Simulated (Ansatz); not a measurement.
Geometry optimisation, RKS BHLYP-D4/def2-SVP (Ansatz).

Input file:

```yaml
crystal:
  periodic: [false, false, false]
  atoms:
    - { symbol: W, position_ang: [0.0, 0.0, 0.0] }
    - { symbol: F, position_ang: [0.0, 0.0, 2.2] }
    - { symbol: Cl, position_ang: [2.39, 0.0, 0.0] }
    - { symbol: H, position_ang: [0.0, 1.72, 0.0] }
    - { symbol: F, position_ang: [-1.85, 0.0, 0.0] }
    - { symbol: O, position_ang: [0.0, -1.94, 0.0] }
    - { symbol: H, position_ang: [0.3816, -2.2771, 0.8723] }
    - { symbol: Cl, position_ang: [0.0, 0.0, -2.39] }
    - { symbol: O, position_ang: [1.4721, 1.5335, 0.7063] }
    - { symbol: H, position_ang: [2.2027, 1.0805, 1.2365] }
    - { symbol: H, position_ang: [0.8771, 0.9137, 1.8599] }
basis:
  gaussian: { orbitals: def2-SVP }
hamiltonian:
  xc: { name: BHLYP }
  dispersion: d4
relax:
  f_tol: 0.15
  max_steps: 25
  restrain:
    - { distance: [0, 8], at: 3.14, k: 30.0 }
    - { distance: [10, 1], at: 2.12, k: 30.0 }
    - { distance: [0, 1], at: 1.85, k: 30.0 }
    - { distance: [10, 8], at: 1.01, k: 30.0 }
output:
  orbitals: {}
```

Launched with:

```bash
$ ansatz run input.yaml --threads 4 --pin off --max-ram 5120MiB --backend cpu --events-out ev --progress --plain --runs-dir out
```

Where does it end, and by what steps?

The run converged. The restraints hold the end off the free minimum. After 24 steps the energy has fallen by 9.543 eV (the restraints' own energy left out); H4 moved furthest, 2.17 Å. The start is strongly strained (largest force component 12 eV/Å), so its close contacts needn't be bonds. Parted: W1–O9 (2.24 → 3.12 Å), Cl3–O9 (1.92 → 4.69 Å). Joined: O9–H11 (1.44 → 0.98 Å).

```tsv
step	energy less start (eV)	largest force component (eV/Å)	accepted
0	0.0000	11.642	yes
1	-2.4406	8.423	yes
2	-4.4993	5.847	yes
3	-6.1380	2.862	yes
4	-7.8517	1.863	yes
5	-8.4805	1.768	yes
6	-8.7981	1.512	yes
7	-8.9033	1.844	yes
8	-8.9524	1.299	yes
9	-8.9671	1.152	yes
10	-8.9936	1.170	yes
11	-9.0307	1.351	yes
12	-9.0742	1.510	yes
13	-9.1585	1.242	yes
14	-9.2133	1.211	yes
15	-9.2338	1.150	yes
16	-9.2568	1.146	yes
17	-9.2738	1.194	yes
18	-9.3053	1.299	yes
19	-9.3633	1.395	yes
20	-9.4435	1.271	yes
21	-9.5161	0.911	yes
22	-9.5187	1.067	no
23	-9.5355	0.853	yes
24	-9.5432	0.865	yes
```

```xyz
11
Properties=species:S:1:pos:R:3
W 0.161 -0.428 0.140
F 0.419 -0.077 1.944
Cl 2.110 -1.875 0.178
H 1.634 0.297 0.052
F -1.468 0.429 0.424
O -0.540 -2.114 -0.100
H 0.043 -2.876 -0.213
Cl 0.205 0.346 -1.982
O 0.684 2.504 1.083
H 1.596 2.786 1.018
H 0.630 2.038 1.941
```

Run time: 64 s on 4 threads of Intel(R) Xeon(R) 6975P-C (Granite Rapids), on a shared host, peak memory 0.51 GiB.
